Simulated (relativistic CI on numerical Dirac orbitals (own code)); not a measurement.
Magnetism of Tc⁵⁺, 4d2, in a crystal field

Calculated by Dirac-Coulomb-Breit CI, separate exchange-only KLI orbitals for each configuration, a model potential for QED, valence Slater integrals scaled by 0.75, one configuration in a parametric crystal field (own radial code).

Field parameters in Wybourne normalisation: D4h B²₀ = −7Ds, B⁴₀ = 21(Dq − Dt), B⁴₄ = 21√(5/14) Dq. The field is a parameter set, without covalency.

S is read from ⟨S²⟩ = S(S + 1).

Powder χT (cm³ K mol⁻¹) by Van Vleck's formula, with temperature-independent terms:

| Field | 2 K | 5 K | 10 K | 20 K | 50 K | 100 K | 200 K | 300 K |
| --- | --- | --- | --- | --- | --- | --- | --- | --- |
| D4h, 10Dq = 42700, Ds = -1500, Dt = -80 cm⁻¹ | 0.00707 | 0.0177 | 0.0349 | 0.0617 | 0.104 | 0.155 | 0.25 | 0.337 |
| D4h, 10Dq = 42700, Ds = -1090, Dt = -80 cm⁻¹ | 0.00669 | 0.0167 | 0.0331 | 0.0598 | 0.103 | 0.155 | 0.25 | 0.335 |
| D4h, 10Dq = 42700, Ds = -680, Dt = -80 cm⁻¹ | 0.00632 | 0.0158 | 0.0314 | 0.0578 | 0.103 | 0.156 | 0.249 | 0.327 |
| D4h, 10Dq = 42700, Ds = -270, Dt = -80 cm⁻¹ | 0.00608 | 0.0152 | 0.0303 | 0.0571 | 0.108 | 0.162 | 0.233 | 0.292 |
| D4h, 10Dq = 42700, Ds = 140, Dt = -80 cm⁻¹ | 0.00509 | 0.0127 | 0.0254 | 0.0509 | 0.128 | 0.222 | 0.307 | 0.358 |
| D4h, 10Dq = 42700, Ds = 550, Dt = -80 cm⁻¹ | 0.00738 | 0.0185 | 0.0369 | 0.0738 | 0.187 | 0.343 | 0.473 | 0.529 |
| D4h, 10Dq = 42700, Ds = 950, Dt = -80 cm⁻¹ | 0.00994 | 0.0248 | 0.0497 | 0.0994 | 0.251 | 0.441 | 0.582 | 0.633 |
| D4h, 10Dq = 42700, Ds = 1360, Dt = -80 cm⁻¹ | 0.0123 | 0.0307 | 0.0614 | 0.123 | 0.307 | 0.517 | 0.654 | 0.7 |

Problem. For D4h, 10Dq = 42700, Ds = 1360, Dt = -80 cm⁻¹: what effective moment follows at 300 K?

Solution. μ_eff = √(8χT) = 2.37 μB. The ground level has S = 1.00; the spin-only moment for S = 1 is 2.83 μB. The difference comes from the orbital moment, spin-orbit mixing of terms and temperature-independent paramagnetism, all larger in this ionic model than in covalent complexes. The ground level is a non-magnetic singlet, so χT starts at zero and rises through temperature-independent paramagnetism and the filling of excited levels.
